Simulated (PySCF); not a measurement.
Species: (ClSi)4Se6 adamantane, Cl4Se6Si4.
Bonds: Si1–Cl2, Si1–Se3, Si1–Se9, Si1–Se13, Se3–Si4, Si4–Cl5, Si4–Se6, Si4–Se14, Se6–Si7, Si7–Cl8, Si7–Se9, Si7–Se10, Se10–Si11, Si11–Cl12, Si11–Se13, Si11–Se14.

Computed, not measured: TDDFT PBE0/def2-SVPD, vertical, gas phase, core orbitals frozen in the response in PySCF 2.14.0, density-fitted response routines. Isolated species at its PBE0-D3(BJ)/def2-SVP geometry (one conformer only). The PBE0/def2-SVPD calculation is non-relativistic and has no spin–orbit coupling, an omission that weighs most on selenium.

```
state  E (eV)  E (kJ/mol)  λ (nm)       f  |μ| (D)  symmetry             main configurations (H = HOMO, L = LUMO)
   S1    3.47         335   357.1  0.0000     0.01         –                                        H-1/H→L (98%)
   S2    3.47         335   357.1  0.0000     0.00         –                                        H-1/H→L (98%)
   S3    3.48         336   355.8  0.0000     0.00         –                                          H-2→L (99%)
   S4    4.27         412   290.5  0.0021     0.36        T2                                          H-3→L (97%)
   S5    4.27         412   290.2  0.0020     0.35        T2                                          H-4→L (98%)
   S6    4.27         412   290.1  0.0021     0.36        T2                                          H-5→L (97%)
   S7    4.30         415   288.6  0.0000     0.00         –             H-1/H→L+1/L+2 (≥49%), H-2→L+1/L+2 (≥15%)
   S8    4.40         425   281.8  0.0000     0.01         –             H-1/H→L+1/L+2 (≥73%), H-2→L+1/L+2 (≥11%)
   S9    4.41         425   281.3  0.0000     0.01         –  H-1/H→L+3 (≥27%), H-2→L+1/L+2 (≥26%), H-2→L+3 (15%)
  S10    4.41         425   281.1  0.0000     0.01         –                 H-1/H→L+3 (≥47%), H-2→L+1/L+2 (≥30%)
```

Triplets (Tamm–Dancoff): T1 3.40 eV, H-1/H→L (≥94%); T2 3.40 eV, H-1/H→L (≥94%); T3 3.42 eV, H-2→L (98%).

The lowest singlet level (S1/S2) lies at 3.47 eV (357 nm, ultraviolet) and is dark (f under 0.0005). The most intense listed level is S4/S5/S6 at 4.27 eV (290 nm, f = 0.0062 summed), 0.80 eV above S1. S1/S2, S4/S5/S6 and S8/S9/S10 lie within about 0.01 eV of each other in each set; the point group Td has degenerate representations, and within a degenerate level the listed configurations can mix freely. Löwdin shares by element: HOMO (one of a set within 0.03 eV) selenium 87% or more; LUMO silicon 43% (atoms not listed hold the other 57%). The listed states span 0.94 eV, and the widest gap between neighbours is 0.78 eV (S3 to S4). Weighted by f, the mean energy of these states is 4.27 eV. Orbital energies (eV): HOMO-3 -8.27, HOMO-2 -7.49, HOMO-1 -7.48, HOMO -7.48, LUMO -2.90, LUMO+1 -1.89, LUMO+2 -1.89. No computed singlet lies in the visible range (380 to 750 nm); the lowest, at 357 nm, stands 0.21 eV above its violet end (3.26 eV). All these states lie below the vertical ionisation energy of 8.80 eV (ΔSCF). Symmetry labels in Td follow from the direction of the transition dipole and are given only for states with f of 0.002 or more. Orbitals of the list HOMO-3 to LUMO+2 that lie within 0.01 eV of each other are written together with a slash and their weights summed (≥ marks a lower bound); for degenerate orbitals outside that list single weights are arbitrary. Singlets were solved by full linear response, triplets in the Tamm–Dancoff approximation.

Hardware: an Intel Xeon Platinum 8259CL at 2.50 GHz with 2 threads, shared host with 96 logical CPUs at a one-minute load of 52. Cost: 38 min wall, 81 min CPU (grids of density and orbitals included), 4.3 GiB resident at most.
